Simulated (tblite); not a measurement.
Compound: C₅H₁₂S₂Si.
Cartesian coordinates in Å at the GFN2-xTB level; atoms count from 1:
```
atom  x, y, z in Å
C1    -3.456    1.233    0.001
S2    -1.891    1.167    0.922
C3    -0.842    0.365   -0.319
C4    -1.083   -1.143   -0.486
C5     0.363   -1.666   -0.381
Si6    0.949    0.046    0.249
S7     2.468    1.084   -0.846
C8     3.920    0.449    0.046
H9    -3.322    1.831   -0.896
H10   -3.769    0.224   -0.253
H11   -4.187    1.697    0.654
H12   -0.955    0.928   -1.244
H13   -1.576   -1.404   -1.422
H14   -1.686   -1.517    0.340
H15    0.763   -1.942   -1.356
H16    0.468   -2.528    0.274
H17    1.215    0.179    1.677
H18    3.858    0.738    1.090
H19    3.964   -0.630   -0.049
H20    4.793    0.899   -0.414
```

Method: GFN2-xTB as coded in tblite; computed harmonic values from a numerical Hessian at the method's own geometry, unscaled. This tight-binding method is rough: wavenumbers can miss measured ones by several per cent, in bad cases by 10 to 20. Modes of hydrogen on silicon can be 10 to 20 % off. One conformer, not necessarily the lowest.

Harmonic wavenumbers (cm⁻¹): 31.2, 49.1, 58.1, 93.2, 106.7, 127.6, 141.8, 174.8, 182.5, 251.4, 324.4, 431.8, 534.1, 564.0, 629.8, 663.4, 699.1, 723.7, 726.5, 736.1, 862.9, 892.9, 940.4, 942.7, 946.7, 957.2, 992.1, 1033.9, 1062.4, 1109.3, 1172.2, 1206.9, 1224.6, 1285.0, 1313.9, 1320.7, 1451.1, 1452.6, 1453.2, 1455.3, 1458.4, 1483.8, 2290.9, 2963.6, 2982.0, 2995.7, 3002.5, 3014.2, 3018.6, 3027.2, 3039.2, 3046.0, 3061.7, 3064.7.

A = 2453, B = 593.0, C = 529.4 MHz; mass 164.015 u (most abundant isotopes); point group C1, symmetry number 1.

Zero-point energy?

Half the sum of the wavenumbers: 34387 cm⁻¹ = 411.35 kJ/mol.

Entropy at 350 K, 1 bar (ideal gas, RRHO, classical rotation)?

Translation 175.79, rotation 129.25, vibration 195.67: S = 500.7 J/(mol K).

And Cp and H(350 K) − H(0)?

Cp = 203.06 J/(mol K), of which vibrations give 169.80 (their classical limit is 54 R = 449.0); H(350 K) − H(0) = 44.27 kJ/mol without the zero-point energy, 32.63 from vibrations.

What must be added to the electronic energy to get the Gibbs energy at 350 K and 1 bar?

ZPE + [H(350 K) − H(0)] − T·S = 411.35 + 44.27 − 175.25 = 280.37 kJ/mol.

How do the functions run with temperature in this model?

```tsv
T (K)	S (J/(mol K))	Cp (J/(mol K))	H − H(0) (kJ/mol)	G − H(0) (kJ/mol)	ln q(vib)
50	267.1	71.8	2.51	-10.85	1.18
100	326.4	99.5	6.87	-25.78	3.32
298.15	470.0	180.6	34.32	-105.81	10.63
373.15	514.0	212.7	49.09	-142.72	13.06
500	583.0	258.9	79.11	-212.37	16.97
750	701.0	322.6	152.40	-373.32	24.13
1000	799.9	364.7	238.64	-561.26	30.62
```

q(vib) and H(0) count from the zero-point level.

Which modes carry the vibrational entropy at 350 K?

31.2 cm⁻¹: 25.40; 49.1 cm⁻¹: 21.63; 58.1 cm⁻¹: 20.24; 93.2 cm⁻¹: 16.34; 106.7 cm⁻¹: 15.23; 127.6 cm⁻¹: 13.77 J/(mol K); the other 48 give 83.05 together.

Blend soft modes into free rotors: weight 1/[1 + (100 cm⁻¹/ν̃)⁴] for the oscillator and the rest for a rotor with moment μB/(μ + B), μ = h/(8π²ν), B = 10⁻⁴⁴ kg m². What vibrational entropy results?

172.97 J/(mol K) in place of 195.67, which changes −T·S at 350 K by +7.95 kJ/mol.

Hindered rotation and anharmonicity are outside this model. Other conformers, if any are populated, would add a mixing term that is left out. The structure is chiral; the term R ln 2 for an equal mix with its mirror image is left out.

On one thread of an Arm Neoverse N1 (shared host), this took 1.8 s. This covers the Hessian and the dipole derivatives.
